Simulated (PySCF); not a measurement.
## Radial density of O²⁺ (oxygen, charge +2)

UHF, [He] 2s2 2p1 3s1, high-spin 3P determinant (an excited configuration). Calculation: PySCF 2.14, in aug-cc-pVDZ (4s3p2d, 23 functions); no relativity, point nucleus.

| r (bohr) | 4πr²ρ (e/bohr) | 4πr²(ρα − ρβ) |
| --- | --- | --- |
| 0.00418 | 0.06471 | 0.0002 |
| 0.00704 | 0.1758 | 0.0005 |
| 0.0118 | 0.4590 | 0.0012 |
| 0.0199 | 1.144 | 0.0032 |
| 0.0335 | 2.607 | 0.0078 |
| 0.0563 | 5.147 | 0.0176 |
| 0.0947 | 7.946 | 0.0372 |
| 0.159 | 8.196 | 0.0908 |
| 0.268 | 4.517 | 0.2830 |
| 0.451 | 2.276 | 0.7739 |
| 0.758 | 3.327 | 1.1394 |
| 1.28 | 1.738 | 0.5196 |
| 2.15 | 0.4216 | 0.3193 |
| 3.61 | 0.2985 | 0.2982 |
| 6.07 | 0.02029 | 0.0203 |

The outer electron is Rydberg-like, and this basis confines it to a smaller radius and binds it less than a complete one would.
